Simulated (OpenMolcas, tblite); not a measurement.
A ladder of methods for InHCl2 (InCl2H)

The species is InHCl2 (4 atoms), meant as a singlet with charge 0. SMILES: `[H][In]([Cl])[Cl]`. The shape comes from GFN2-xTB, which is rough for such elements, and wasn't checked as a minimum.

```
atom    x (Å)    y (Å)    z (Å)
  In  -0.1020  -0.1712   0.0001
  Cl   2.1823  -0.0736   0.0135
  Cl  -1.1038   1.8839  -0.0150
   H  -0.9765  -1.6392   0.0014
```

Each level gives the vertical ionisation energy (to the doublet cation) (eV). The values are calculated.

```tsv
level	kind	program	value (eV)	CPU time (all runs)
IPEA1-xTB	semi-empirical	tblite	15.54	under 2 s
HF/def2-SVPD (core potential)	Hartree–Fock	OpenMolcas	11.28	27 s
SVWN5/def2-SVPD (core potential)	LDA	OpenMolcas	10.78	59 s
revPBE/def2-SVPD (core potential)	GGA	OpenMolcas	10.60	63 s
r2SCAN/def2-SVPD (core potential)	meta-GGA	OpenMolcas	10.89	80 s
M06-2X/def2-SVPD (core potential)	hybrid meta-GGA	OpenMolcas	11.46	81 s
PBE0/def2-SVPD (core potential)	global hybrid	OpenMolcas	11.10	62 s
```

Spin-orbit coupling, which can split open shells on such heavy atoms by tenths of an eV, is left out. The values span 10.60 to 15.54 eV. The xTB values lack the empirical shift that such differences need. CPU times are rough (shared hosts, several kinds of processor): they show what a rung costs within a factor of a few.
